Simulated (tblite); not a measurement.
Run record: tight-binding relaxation, `C=CC(O[SiH2]C#N)C=C`.

Computed with GFN2-xTB geometry optimisation, gas phase (tblite 0.8.0). Start geometry: from a force field or distance geometry. The command runs a driver script over a list of jobs; the input below is this job's line of settings and its coordinates in Å.

Command:
```bash
OMP_NUM_THREADS=1 python probes_run.py task.json out
```

Input:
```
{"job": {"kind": "relax", "xc": "GFN2-xTB", "basis": "xTB"}, "charge": 0, "multiplicity": 1}
C     -1.158900     1.892100    -1.101400
C     -0.996500     1.364700     0.103900
C     -0.321700     0.068400     0.366800
C     -1.161000    -0.815400     1.248000
C     -1.786400    -1.899600     0.780400
O      0.964800     0.166700     0.820100
Si     2.137900    -0.569100    -0.168300
C      3.292900     0.685800    -0.811200
N      4.024400     1.499500    -1.222000
H     -1.674200     2.852300    -1.158600
H     -0.818900     1.380400    -2.003500
H     -1.369700     1.920200     0.971800
H     -0.308300    -0.493200    -0.580400
H     -1.240000    -0.578500     2.314100
H     -2.368900    -2.499300     1.446500
H     -1.684900    -2.115800    -0.280000
H      2.942700    -1.568400     0.570000
H      1.517900    -1.284700    -1.307700
```

Output:
```
step      E/eV     max force
  0    -709.14912    3.791
  1    -709.00981   11.824
  2    -709.38487    1.336
  3    -709.42498    1.150
  4    -709.45748    0.497
  5    -709.50000    0.863
  6    -709.53023    0.734
  7    -709.54971    0.335
  8    -709.56437    0.405
  9    -709.58206    0.622
... (172 lines left out)
182    -709.84469    0.093
183    -709.84483    0.042
184    -709.84495    0.016
185    -709.84503    0.032
186    -709.84505    0.017
187    -709.84509    0.013
188    -709.84511    0.014
189    -709.84515    0.013
190    -709.84519    0.012
191    -709.84522    0.009
```

«max force» is the largest atomic force in eV/Å.

**Question.** From which step on does the largest force stay under 0.1 eV/Å, and how much energy is left to gain from there?

**Answer.** From step 134 (0.087 eV/Å), 7.9 meV above the end.

Main results: energy lowered by 16.1 kcal/mol over 191 steps; largest atomic force 0.009 eV/Å at the end.

**Question.** Give the final coordinates.

**Answer.** 0.793 Å rms from the input after alignment:
```
atom  x, y, z in Å
C1    -0.8677    1.6862   -1.1023
C2    -0.4587    1.0647   -0.0137
C3    -0.3351   -0.4288    0.1107
C4    -1.2829   -0.9214    1.1676
C5    -2.3655   -1.6319    0.9178
O6     0.9770   -0.7791    0.4990
Si7    2.3997   -0.5474   -0.2190
C8     2.7156    1.2711   -0.5604
N9     2.9020    2.3828   -0.7657
H10   -0.9326    2.7592   -1.1496
H11   -1.1576    1.1477   -1.9899
H12   -0.1589    1.6125    0.8689
H13   -0.5645   -0.9030   -0.8527
H14   -1.0100   -0.6421    2.1754
H15   -3.0277   -1.9527    1.7032
H16   -2.6392   -1.9165   -0.0848
H17    3.2999   -1.0150    0.8210
H18    2.4974   -1.1797   -1.5373
```

The run took 2.5 s on one thread of an Arm Neoverse N1, no GPU, on a shared host.
Labels such as C1 count atoms from 1, the log's own numbers from 0.
